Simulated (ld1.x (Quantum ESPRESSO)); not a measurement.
Results of a calculation; reference values are marked as such.
# Potentials for magnesium (Mg) compared

Generated with ld1.x 7.5 (TM, RRKJ, ultrasoft, PAW), atompaw 4.2 or ONCVPSP 4.0.1. The cutoff is in Ry: for ld1.x and atompaw files where the sum of valence levels is converged to 10 mRy in a Bessel basis, for ONCV files where the hardest occupied wave has 1 mHa per electron of residual kinetic energy. The error is the largest all-electron minus pseudo excitation energy over each file’s own four to seven test configurations (ionisations up to +4, promotions, holes and added fractions of an electron), all of which were solved. The labels leave out finer settings (local radius, basis sizes, second energies), which also bear on the numbers. Spin-polarised tests are not counted. The rows are a selection from randomly drawn settings: files with unsolved tests, undetermined cutoffs or missed reference levels are left out.

| potential | cutoff (Ry) | largest error (meV) | bound ghosts |
| --- | --- | --- | --- |
| TM, PBE, scalar-relativistic, rc 2.80/2.10 (sp), local smoothed, core correction no, reference 3s2 3p0 | 6 | +104 | none |
| ultrasoft, PBE, non-relativistic, rc 1.10/1.25 (sp), local smoothed, core correction no, reference 2s2 2p6 3s1 3p0 | 55 | -195 | none |

Task: Fill in the row for Mg: TM, PBE, non-relativistic, rc 2.10/2.60 (sp), local smoothed, core correction no, reference 3s0.5 3p0.

Result: cutoff 6 Ry, largest error +183 meV, bound ghosts: none.

Task: Fill in the row for Mg: RRKJ, PBE, non-relativistic, rc 2.25/2.40 (sp), local s, core correction no, reference 3s1 3p1.

Result: cutoff 6 Ry, largest error +65 meV, bound ghosts: none.

Task: Fill in the row for Mg: PAW, PBE, scalar-relativistic, rc 2.35/2.95/2.90 (spd), local smoothed, core correction yes, reference 3s1 3p0.

Result: cutoff 6 Ry, largest error -4.1 meV, bound ghosts: none.
